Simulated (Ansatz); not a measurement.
Geometry optimisation, Ansatz 0.2.0, RKS PBE/STO-3G.

input.yaml

```yaml
crystal:
  periodic: [false, false, false]
  atoms:
    - { symbol: Si, position_ang: [0.0, 0.0, 0.0] }
    - { symbol: "N", position_ang: [0.0, 0.0, 1.82] }
    - { symbol: C, position_ang: [-1.2162, -0.3762, 2.555] }
    - { symbol: H, position_ang: [-1.8642, -0.9999, 1.9045] }
    - { symbol: H, position_ang: [-0.9378, -0.9533, 3.4614] }
    - { symbol: H, position_ang: [-1.7663, 0.5401, 2.8549] }
    - { symbol: C, position_ang: [1.2162, 0.3762, 2.555] }
    - { symbol: H, position_ang: [1.4641, -0.4163, 3.2916] }
    - { symbol: H, position_ang: [2.0585, 0.4943, 1.8418] }
    - { symbol: H, position_ang: [1.0457, 1.3351, 3.0874] }
    - { symbol: Cl, position_ang: [2.0086, 0.0, -0.7093] }
    - { symbol: Cl, position_ang: [-1.0032, 1.7381, -0.7093] }
    - { symbol: Cl, position_ang: [-1.0032, -1.7381, -0.7093] }
basis:
  gaussian: { orbitals: STO-3G }
hamiltonian:
  xc: pbe
relax:
  f_tol: 0.02
  max_steps: 40
output:
  orbitals: {}
```

Run as:

```bash
$ ansatz run input.yaml --threads 1 --pin off --max-ram 2048MiB --backend cpu --events-out ev --progress --plain --runs-dir out
```

Q: Where does it end, and by what steps?

A: The forces met the threshold. The force dipped under the threshold on the way, but the program's further checks kept it going. Limits of this set-up: minimal basis. After 9 steps the energy has fallen by 0.287 eV; H10 moved furthest, 0.37 Å.

```csv
step,energy less start (eV),largest force component (eV/Å),accepted
0,0.0000,3.868,yes
1,-0.2155,1.412,yes
2,-0.2590,0.278,yes
3,-0.2652,0.371,yes
4,-0.2743,0.161,yes
5,-0.2821,0.050,yes
6,-0.2836,0.189,yes
7,-0.2855,0.072,yes
8,-0.2865,0.015,yes
9,-0.2867,0.017,yes
```

```xyz
13
Properties=species:S:1:pos:R:3
Si 0.008 -0.019 0.049
N 0.125 -0.305 1.760
C -1.147 -0.501 2.535
H -1.855 -1.103 1.929
H -0.912 -1.058 3.468
H -1.636 0.462 2.817
C 1.169 0.446 2.537
H 1.386 -0.113 3.472
H 2.099 0.509 1.935
H 0.846 1.478 2.814
Cl 1.954 -0.159 -0.751
Cl -0.780 1.864 -0.563
Cl -1.255 -1.502 -0.757
```

Whether the end is a true minimum wasn't checked by a vibrational analysis.

The run took 51 s on 1 thread of Arm Neoverse V1, on a shared host, peak memory 0.16 GiB.
